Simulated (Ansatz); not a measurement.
Born–Oppenheimer molecular dynamics of C₂H₈Sn (11 atoms, charge 0, multiplicity 1). It starts at the highest image of a converged band. Of that band: Neighbouring images differ by up to 1.3 eV, so the band resolves the path poorly. A vibrational analysis at the climbing image gives one clearly imaginary mode, 1162i cm⁻¹: a first-order saddle point.

These are results of RKS BLYP/def2-SVP (Ansatz 0.2.0), not measurements.

- ensemble: NVE (velocity Verlet)
- time step: 0.5 fs
- steps asked: 200
- starting velocities drawn for: 300 K
- seed: 8211

First frame:

```xyz
11
Properties=species:S:1:pos:R:3
Sn -0.544 -0.765 0.155
H 0.117 -2.280 -0.476
H 1.079 -1.323 -0.823
C 0.742 0.116 1.750
C -0.997 0.700 -1.464
H 1.414 -0.672 2.137
H 1.336 0.951 1.337
H 0.089 0.479 2.565
H -1.962 1.187 -1.232
H -0.194 1.455 -1.526
H -1.079 0.153 -2.422
```

What does the run give?

All steps were run.

```json
{"steps done": "200", "time covered": "100 fs", "mean temperature over the second half": "1074 K", "spread of the potential energy over the second half": "15.6 meV per atom", "mean potential energy of the second half above the start": "-81.9 meV per atom"}
```

The conserved energy stayed within 1.4 meV per atom of its start (net change -0.93 meV per atom), so the integration is sound. The system heated up, since it started high on the potential surface and ran downhill. A run of 0.1 ps of so small a system gives no equilibrium averages. The orbitals stay closed-shell, which can raise the energy where a bond breaks towards radicals; this wasn't checked here.

What happens to the structure?

The step under study would form H2–H3 and break Sn1–H2, Sn1–H3. These pairs go: H2–H3 1.40 → 0.75 Å, Sn1–H2 1.77 → 8.72 Å, Sn1–H3 1.98 → 9.25 Å. In the last frame they stand as after the step (other bonds may differ from the relaxed reactants and products). These pairs come and go: their bonding changes 23 times, last at 99 of 100 fs, so the outcome isn't settled. It ends as C2H6Sn + H2. Pairs count as bonded within 1.25 times the sum of covalent radii (0.12 Å more for H–H). This is one draw of velocities; another would differ in detail.

How do temperature and energy run in time?


```
time (fs)  T (K)  potential energy less start (eV)  conserved less start (meV/atom)
      0.0    300                             0.000                             0.00
      5.0    216                             0.098                             0.09
     10.0    217                             0.097                             0.12
     15.0    345                            -0.049                             0.27
     20.0    599                            -0.340                             0.78
     25.0    848                            -0.631                             0.55
     30.0   1137                            -0.981                            -0.68
     35.0   1154                            -0.997                            -0.40
     40.0    912                            -0.707                             0.45
     45.0    932                            -0.723                             1.18
     50.0   1102                            -0.931                             0.18
     55.0   1313                            -1.185                            -0.58
     60.0   1279                            -1.151                            -1.10
     65.0    935                            -0.735                             0.39
     70.0   1145                            -0.990                            -0.60
     75.0   1183                            -1.028                            -0.08
     80.0    983                            -0.791                             0.40
     85.0    832                            -0.608                             1.02
     90.0    843                            -0.626                             0.57
     95.0   1192                            -1.045                            -0.71
    100.0   1224                            -1.085                            -0.93
```

Run time: 4.8 min on 2 threads of Arm Neoverse V1 (shared host), peak memory 0.12 GiB.
